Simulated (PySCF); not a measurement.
Compound: C6H8F2 (charge +1 and doublet state).
Geometry (GFN2-xTB, Å), atoms numbered from 1 in this order:
```
atom  x, y, z in Å
C1     2.929   -0.387    0.071
C2     1.689    0.127   -0.176
F3     1.615    1.272   -0.850
C4     0.479   -0.478    0.238
C5    -0.809    0.002    0.037
C6    -1.129    1.261   -0.642
C7    -1.948   -0.797    0.544
F8    -1.571   -1.946    1.154
H9     3.058   -1.308    0.613
H10    3.810    0.132   -0.274
H11    0.589   -1.415    0.770
H12   -0.634    2.104   -0.149
H13   -0.715    1.275   -1.656
H14   -2.198    1.447   -0.686
H15   -2.633   -1.067   -0.277
H16   -2.540   -0.215    1.271
```

The hyperfine couplings belong to this conformer and change with its torsions.

Identity: `[CH2+][C](F)/C=C(\C)CF` [radical] (charge +1).

Method: UKS B3LYP, pcH-1 on C F H, non-relativistic, mean-field spin-orbit, GIAO in PySCF 2.14.0. Isolated species at its GFN2-xTB geometry (one conformer only). A GFN2-xTB geometry isn't a minimum of the functional, and hyperfine couplings can be far from their values at a DFT geometry, by a factor of two or more for some ions and for spin on atoms past the first row. Stability of the SCF solution: not tested.

Q: Give the principal g shifts and their parts.

A: 
| Δg (ppm) | 1 | 2 | 3 |
| --- | --- | --- | --- |
| relativistic mass correction | -142 | -142 | -142 |
| gauge correction | -2 | 30 | 27 |
| orbital Zeeman/spin–orbit | -19 | 358 | 1584 |
| total | -163 | 246 | 1470 |

So g = 2.00216, 2.00257, 2.00379 and g_iso = 2.00284; the tensor is rhombic: the two nearest values differ by 25 % of g3 − g1. Axes: g2 points within 14° of the C5–C7 bond and g3 points within 13° of the C1–C2 bond.

Q: What effective moment and Curie constant follow for a powder?

A: With the mean of g² = 4.0114 and S(S+1) = 0.75: μ_eff = √(⟨g²⟩S(S+1)) = 1.735 μB and χT = 0.12505·⟨g²⟩·S(S+1) = 0.376 cm³ K/mol (cgs; spin-Hamiltonian part alone).

Q: What are the electron Larmor frequencies g μB B/h along the three axes at 3350 mT?

A: 93.8759, 93.8951, 93.9525 GHz for g1, g2 and g3, a range of 76.6 MHz.

Q: Average each term over the three axes. Which is largest in size?

A: The orbital-Zeeman/spin–orbit term 641, the mass correction -142 and the gauge correction 18 ppm, for a total of 517 ppm. The orbital-Zeeman/spin–orbit term is the largest in size. The mass correction is the same along every axis, so the anisotropy comes from the other two: their spans along these axes are 32 (gauge) and 1603 ppm (orbital Zeeman/spin–orbit).

Q: In a frozen sample, at which fields do the three g values resonate at 9.5, 34, 94 and 263 GHz (hyperfine left aside), and which band first spreads them over more than twice a line width of 0.3 mT?

A: 
```csv
band,GHz,B(g3) mT,B(g2) mT,B(g1) mT,spread mT
X,9.5,338.74,338.94,339.01,0.28
Q,34.0,1212.31,1213.06,1213.30,0.99
W,94.0,3351.69,3353.74,3354.43,2.73
J,263.0,9377.61,9383.34,9385.26,7.65
```

The spread grows in proportion to the frequency. Q band is the first where it exceeds 0.6 mT.

The Mulliken spin populations are largest on C1 (+0.57), C5 (+0.27) and C4 (+0.18). Three atoms exceed +0.15. The angles at C1 add up to 360.0°, so it is planar.

The HOMO–LUMO gaps are 4.99 eV among the α and 3.62 eV among the β orbitals.

On one thread of an Arm Neoverse V1, on a shared host, this took 75 s of wall time (grids of density and orbitals included) and 1.1 GiB of memory at its peak.

The SMILES draws the unpaired electron on C2; the largest computed Mulliken spin population is on C1 (0.57 against -0.04).
